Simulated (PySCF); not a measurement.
Ligands exchanged one at a time, Ga Cl-OH. All species are isolated molecules in the gas phase. One relaxed conformer stands for each flexible species; it need not be the lowest. Strings in code marks are SMILES.

Quantity: redistribution energy (mixed species minus the weighted end members), in kcal/mol.

Case: 2 of 3 Cl replaced by OH: `[Ga]([OH])([Cl])[OH]` (H–O–Ga–Cl torsion 0°, Cl–Ga–O–H torsion 180°). The other species in the difference include `[Ga]([Cl])([Cl])[Cl]` (neutral, multiplicity 1). Geometry of `[OH][Ga]([OH])[Cl]` (neutral, multiplicity 1, Å):

```xyz
6

O      1.2820    -0.7919     0.0202
Ga    -0.0981     0.3230    -0.0178
O     -1.7409    -0.3249     0.0596
Cl     0.1681     2.4223    -0.1540
H      2.1324    -0.3410    -0.0272
H     -1.7434    -1.2875     0.1192
```

**Question.** Give the redistribution energy (mixed species minus the weighted end members) at the level PBE-D3(BJ)/def2-TZVP // r2SCAN-D4/def2-TZVP (PySCF).

**Answer.** -0.81 kcal/mol.
